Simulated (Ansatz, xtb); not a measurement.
## Two isomers of C5H3FN2

Structure a: `C#Cc1cnc(F)[nH]1`, a singlet. Structure b: `C#Cc1[nH]cnc1F`, a singlet. Both are isolated molecules in the gas phase, relaxed with PBE0-D3(BJ)/def2-SVP.

Quicker runs give these differences E(b) − E(a): GFN2-xTB +8.06 kJ/mol; HF/STO-3G +4.61 kJ/mol (at GFN2-xTB geometries); r2SCAN-D4/def2-SVP +1.50 kJ/mol (at GFN2-xTB geometries).

Task: Estimate E(b) − E(a) at the level CCSD(T)/def2-SVP + ΔMP2/def2-TZVPP.

Result: CCSD(T)/def2-SVP + ΔMP2/def2-TZVPP gives E(b) − E(a) = +2.11 kJ/mol, slightly favouring structure a, which is too small a margin to settle the true order.

Level by level:

| level | geometry | E(b) − E(a) (kJ/mol) | departure from the last row (kJ/mol) | job, with rough time for the two |
| --- | --- | --- | --- | --- |
| GFN2-xTB | GFN2-xTB | +8.06 | +5.95 | optimisation, 0.41 s |
| HF/STO-3G | GFN2-xTB | +4.61 | +2.50 | single point, 1.5 s |
| r2SCAN-D4/def2-SVP | GFN2-xTB | +1.50 | −0.61 | single point, 9 s |
| PBE0-D3(BJ)/def2-SVP | PBE0-D3(BJ)/def2-SVP | +2.28 | +0.17 | optimisation, 90 s |
| HF/def2-SVP | PBE0-D3(BJ)/def2-SVP | +9.15 | +7.04 | part of the CCSD(T) run |
| MP2/def2-SVP | PBE0-D3(BJ)/def2-SVP | +3.20 | +1.09 | part of the CCSD(T) run |
| CCSD(T)/def2-SVP | PBE0-D3(BJ)/def2-SVP | +3.80 | +1.70 | single point |
| CCSD(T)/def2-SVP + ΔMP2/def2-TZVPP | PBE0-D3(BJ)/def2-SVP | +2.11 |  | single point, 2.7 min |

As drawn, both hold the same kinds of bond in the same numbers.

The largest departure from CCSD(T)/def2-SVP + ΔMP2/def2-TZVPP is that of HF/def2-SVP, 7.04 kJ/mol. The last row adds to CCSD(T) the change of the MP2 difference between the two basis sets, here −1.70 kJ/mol.

With thermal terms from frequencies at re-optimised GFN2-xTB minima (ideal gas, soft modes damped towards free rotors, one conformer each, 298.15 K, 1 atm): the zero-point term adds +0.22 kJ/mol; ΔH is +2.32 and ΔG +2.21 kJ/mol.

The correlated steps freeze 8 core orbitals. Programs: Ansatz 0.2.0, xtb 6.7.1; the last row on 2 threads of Intel(R) Xeon(R) Processor @ 2.50GHz (Skylake/Cascade Lake) on a shared host.
